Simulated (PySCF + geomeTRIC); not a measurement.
Calculation: TPSS-D3(BJ)/def2-SVP (PySCF + geomeTRIC). fastk is a local helper that only speeds up exchange builds. No frequencies were computed at this level.

```python
import json, numpy as np
from pyscf import gto, dft
from fastk import lowrank_exchange
atoms = """
Mo    -0.038365     0.129560     0.031674
O      0.943387     0.033314     1.582268
H      0.933907     0.045662     2.541492
N      0.071325    -1.616596    -0.811034
H      0.628988    -1.894242    -1.615026
H     -0.522398    -2.411457    -0.590491
N     -1.394946     0.581584    -1.271419
H     -1.720002    -0.010529    -2.032417
H     -1.976720     1.416894    -1.297646
N     -0.102100     2.047998     0.340149
H      0.377841     2.495473     1.117713
H     -0.435938     2.796320    -0.260587
N      1.580819     0.374225    -1.033831
H      2.191259    -0.320206    -1.453167
H      2.079299     1.256848    -1.082636
N     -1.441656    -0.651264     1.156519
H     -2.386540    -0.863251     0.849467
H     -1.314514    -1.137902     2.042205
"""
def scf(charge, spin, dm0=None):
    mol = gto.M(atom=atoms, basis='def2-svp', ecp={'Mo': 'def2-svp'}, charge=charge, spin=spin, verbose=3, max_memory=10080)
    mf = dft.KS(mol, xc='tpss').density_fit(auxbasis="def2-universal-jkfit")
    mf.disp = 'd3bj'
    mf.grids.level = 3
    mf.conv_tol = 1e-8
    mf.max_cycle = 120
    mf.level_shift = 0.25
    mf.kernel(dm0)
    if not mf.converged:
        mf = mf.newton().run(mf.mo_coeff, mf.mo_occ).undo_soscf()
    return mf
mf = scf(0, 0)
from pyscf.geomopt.geometric_solver import kernel as optimize
path = []
done, mol = optimize(mf, maxsteps=120, assert_convergence=False, callback=lambda env: path.append((env["energy"], bool(env["g_scanner"].converged))))
res = dict(converged=bool(done and path[-1][1]), energy=path[-1][0], path=[e for e, c in path], xyz=mol.atom_coords(unit="Angstrom").tolist(), nao=mol.nao)
json.dump(res, open("result.json", "w"))
```

Output:

```
converged SCF energy = -423.682530802847
Geometry optimization cycle 1
converged SCF energy = -423.682530782198
cycle 1: E = -423.682530782  dE = -423.683  norm(grad) = 0.0871299
Geometry optimization cycle 2
converged SCF energy = -423.692718388129
cycle 2: E = -423.692718388  dE = -0.0101876  norm(grad) = 0.0380066
Geometry optimization cycle 3
converged SCF energy = -423.697702462163
cycle 3: E = -423.697702462  dE = -0.00498407  norm(grad) = 0.0193514
Geometry optimization cycle 4
converged SCF energy = -423.697646290044
cycle 4: E = -423.69764629  dE = 5.61721e-05  norm(grad) = 0.0495295
Geometry optimization cycle 5
converged SCF energy = -423.703203376754
cycle 5: E = -423.703203377  dE = -0.00555709  norm(grad) = 0.0139436
Geometry optimization cycle 6
converged SCF energy = -423.704850413888
cycle 6: E = -423.704850414  dE = -0.00164704  norm(grad) = 0.0100961
Geometry optimization cycle 7
converged SCF energy = -423.705312555113
cycle 7: E = -423.705312555  dE = -0.000462141  norm(grad) = 0.00975851
Geometry optimization cycle 8
converged SCF energy = -423.705809248513
cycle 8: E = -423.705809249  dE = -0.000496693  norm(grad) = 0.00545863
Geometry optimization cycle 9
converged SCF energy = -423.705935660359
cycle 9: E = -423.70593566  dE = -0.000126412  norm(grad) = 0.00302096
Geometry optimization cycle 10
converged SCF energy = -423.706037221919
cycle 10: E = -423.706037222  dE = -0.000101562  norm(grad) = 0.00278742
Geometry optimization cycle 11
converged SCF energy = -423.706117847852
cycle 11: E = -423.706117848  dE = -8.06259e-05  norm(grad) = 0.00319544
Geometry optimization cycle 12
converged SCF energy = -423.706156789933
cycle 12: E = -423.70615679  dE = -3.89421e-05  norm(grad) = 0.0019916
Geometry optimization cycle 13
converged SCF energy = -423.706186484867
cycle 13: E = -423.706186485  dE = -2.96949e-05  norm(grad) = 0.00092228
Geometry optimization cycle 14
converged SCF energy = -423.706196758591
cycle 14: E = -423.706196759  dE = -1.02737e-05  norm(grad) = 0.00114136
Geometry optimization cycle 15
converged SCF energy = -423.70620329909
cycle 15: E = -423.706203299  dE = -6.5405e-06  norm(grad) = 0.00112302
Geometry optimization cycle 16
converged SCF energy = -423.70620810498
cycle 16: E = -423.706208105  dE = -4.80589e-06  norm(grad) = 0.000848662
Geometry optimization cycle 17
converged SCF energy = -423.70621296403
cycle 17: E = -423.706212964  dE = -4.85905e-06  norm(grad) = 0.000801963
Geometry optimization cycle 18
converged SCF energy = -423.706217953235
cycle 18: E = -423.706217953  dE = -4.9892e-06  norm(grad) = 0.000880236
Geometry optimization cycle 19
converged SCF energy = -423.706222548214
cycle 19: E = -423.706222548  dE = -4.59498e-06  norm(grad) = 0.000831826
Geometry optimization cycle 20
converged SCF energy = -423.706226074312
cycle 20: E = -423.706226074  dE = -3.5261e-06  norm(grad) = 0.000701221
Geometry optimization cycle 21
converged SCF energy = -423.706228633494
cycle 21: E = -423.706228633  dE = -2.55918e-06  norm(grad) = 0.000610662
Geometry optimization cycle 22
converged SCF energy = -423.706230414287
cycle 22: E = -423.706230414  dE = -1.78079e-06  norm(grad) = 0.000599559
Geometry optimization cycle 23
converged SCF energy = -423.706231366546
cycle 23: E = -423.706231367  dE = -9.52259e-07  norm(grad) = 0.000467982
Geometry optimization cycle 24
converged SCF energy = -423.706231518173
cycle 24: E = -423.706231518  dE = -1.51627e-07  norm(grad) = 0.000410987
Geometry optimization cycle 25
converged SCF energy = -423.70623254138
cycle 25: E = -423.706232541  dE = -1.02321e-06  norm(grad) = 0.000366219
Geometry optimization cycle 26
converged SCF energy = -423.706233757514
cycle 26: E = -423.706233758  dE = -1.21613e-06  norm(grad) = 0.000299123
Geometry optimization cycle 27
converged SCF energy = -423.706234451097
cycle 27: E = -423.706234451  dE = -6.93584e-07  norm(grad) = 0.000271179
Geometry optimization cycle 28
converged SCF energy = -423.706234819062
cycle 28: E = -423.706234819  dE = -3.67965e-07  norm(grad) = 0.000233259
<class 'geometric.internal.Distance'> : 17
<class 'geometric.internal.Angle'> : 14
<class 'geometric.internal.LinearAngle'> : 6
<class 'geometric.internal.OutOfPlane'> : 17
<class 'geometric.internal.Dihedral'> : 54
<class 'geometric.internal.TranslationX'> : 1
<class 'geometric.internal.TranslationY'> : 1
<class 'geometric.internal.TranslationZ'> : 1
<class 'geometric.internal.RotationA'> : 1
<class 'geometric.internal.RotationB'> : 1
<class 'geometric.internal.RotationC'> : 1
Step    0 : Gradient = 2.054e-02/4.525e-02 (rms/max) Energy = -423.6825307822
Step    1 : Displace = 1.053e-01/1.658e-01 (rms/max) Trust = 1.000e-01 (=) Grad = 8.958e-03/1.827e-02 (rms/max) E (change) = -423.6927183881 (-1.019e-02) Quality = 0.470
Step    2 : Displace = 9.357e-02/1.392e-01 (rms/max) Trust = 1.000e-01 (=) Grad = 4.561e-03/8.521e-03 (rms/max) E (change) = -423.6977024622 (-4.984e-03) Quality = 0.794
Step    3 : Displace = 1.185e-01/2.551e-01 (rms/max) Trust = 1.414e-01 (+) Grad = 1.167e-02/2.344e-02 (rms/max) E (change) = -423.6976462900 (+5.617e-05) Quality = -0.010
Step    4 : Displace = 5.262e-02/8.673e-02 (rms/max) Trust = 5.926e-02 (-) Grad = 3.287e-03/1.014e-02 (rms/max) E (change) = -423.7032033768 (-5.557e-03) Quality = 1.117
Step    5 : Displace = 5.253e-02/1.363e-01 (rms/max) Trust = 8.380e-02 (+) Grad = 2.380e-03/4.799e-03 (rms/max) E (change) = -423.7048504139 (-1.647e-03) Quality = 1.509
Step    6 : Displace = 8.287e-02/2.184e-01 (rms/max) Trust = 1.185e-01 (+) Grad = 2.300e-03/5.033e-03 (rms/max) E (change) = -423.7053125551 (-4.621e-04) Quality = 0.411
Step    7 : Displace = 3.318e-02/7.070e-02 (rms/max) Trust = 1.185e-01 (=) Grad = 1.287e-03/2.739e-03 (rms/max) E (change) = -423.7058092485 (-4.967e-04) Quality = 0.874
Step    8 : Displace = 1.545e-02/4.110e-02 (rms/max) Trust = 1.676e-01 (+) Grad = 7.120e-04/1.241e-03 (rms/max) E (change) = -423.7059356604 (-1.264e-04) Quality = 1.014
Step    9 : Displace = 1.458e-02/2.947e-02 (rms/max) Trust = 2.370e-01 (+) Grad = 6.570e-04/1.362e-03 (rms/max) E (change) = -423.7060372219 (-1.016e-04) Quality = 1.213
Step   10 : Displace = 2.458e-02/5.102e-02 (rms/max) Trust = 3.000e-01 (+) Grad = 7.532e-04/1.775e-03 (rms/max) E (change) = -423.7061178479 (-8.063e-05) Quality = 0.783
Step   11 : Displace = 5.433e-03/1.436e-02 (rms/max) Trust = 3.000e-01 (=) Grad = 4.694e-04/1.034e-03 (rms/max) E (change) = -423.7061567899 (-3.894e-05) Quality = 1.401
Step   12 : Displace = 6.167e-03/1.384e-02 (rms/max) Trust = 3.000e-01 (=) Grad = 2.174e-04/4.993e-04 (rms/max) E (change) = -423.7061864849 (-2.969e-05) Quality = 1.127
Step   13 : Displace = 4.370e-03/1.086e-02 (rms/max) Trust = 3.000e-01 (=) Grad = 2.690e-04/6.377e-04 (rms/max) E (change) = -423.7061967586 (-1.027e-05) Quality = 0.965
Step   14 : Displace = 4.314e-03/1.004e-02 (rms/max) Trust = 3.000e-01 (=) Grad = 2.647e-04/5.684e-04 (rms/max) E (change) = -423.7062032991 (-6.540e-06) Quality = 0.749
Step   15 : Displace = 3.606e-03/6.869e-03 (rms/max) Trust = 3.000e-01 (=) Grad = 2.000e-04/3.947e-04 (rms/max) E (change) = -423.7062081050 (-4.806e-06) Quality = 0.646
Step   16 : Displace = 3.270e-03/5.925e-03 (rms/max) Trust = 3.000e-01 (=) Grad = 1.890e-04/4.429e-04 (rms/max) E (change) = -423.7062129640 (-4.859e-06) Quality = 0.623
Step   17 : Displace = 2.846e-03/5.184e-03 (rms/max) Trust = 3.000e-01 (=) Grad = 2.075e-04/4.083e-04 (rms/max) E (change) = -423.7062179532 (-4.989e-06) Quality = 0.723
Step   18 : Displace = 2.987e-03/5.106e-03 (rms/max) Trust = 3.000e-01 (=) Grad = 1.961e-04/4.053e-04 (rms/max) E (change) = -423.7062225482 (-4.595e-06) Quality = 0.814
Step   19 : Displace = 2.572e-03/5.798e-03 (rms/max) Trust = 3.000e-01 (=) Grad = 1.653e-04/3.515e-04 (rms/max) E (change) = -423.7062260743 (-3.526e-06) Quality = 0.885
Step   20 : Displace = 2.213e-03/4.584e-03 (rms/max) Trust = 3.000e-01 (=) Grad = 1.439e-04/3.133e-04 (rms/max) E (change) = -423.7062286335 (-2.559e-06) Quality = 0.777
Step   21 : Displace = 1.975e-03/4.056e-03 (rms/max) Trust = 3.000e-01 (=) Grad = 1.413e-04/2.420e-04 (rms/max) E (change) = -423.7062304143 (-1.781e-06) Quality = 0.616
Step   22 : Displace = 1.988e-03/4.350e-03 (rms/max) Trust = 3.000e-01 (=) Grad = 1.103e-04/2.053e-04 (rms/max) E (change) = -423.7062313665 (-9.523e-07) Quality = 0.353
Step   23 : Displace = 2.032e-03/4.912e-03 (rms/max) Trust = 3.000e-01 (=) Grad = 9.687e-05/2.525e-04 (rms/max) E (change) = -423.7062315182 (-1.516e-07) Quality = 0.062
Step   24 : Displace = 1.094e-03/2.734e-03 (rms/max) Trust = 1.016e-03 (-) Grad = 8.632e-05/1.932e-04 (rms/max) E (change) = -423.7062325414 (-1.023e-06) Quality = 0.526
Step   25 : Displace = 1.050e-03/2.306e-03 (rms/max) Trust = 1.016e-03 (=) Grad = 7.050e-05/1.313e-04 (rms/max) E (change) = -423.7062337575 (-1.216e-06) Quality = 0.479
Step   26 : Displace = 1.037e-03/2.081e-03 (rms/max) Trust = 1.016e-03 (=) Grad = 6.392e-05/1.395e-04 (rms/max) E (change) = -423.7062344511 (-6.936e-07) Quality = 0.237
Step   27 : Displace = 5.578e-04/1.132e-03 (rms/max) Trust = 5.081e-04 (-) Grad = 5.498e-05/1.375e-04 (rms/max) E (change) = -423.7062348191 (-3.680e-07) Quality = 0.164
Converged! =D
```

Cost: very roughly 50 core-minutes.
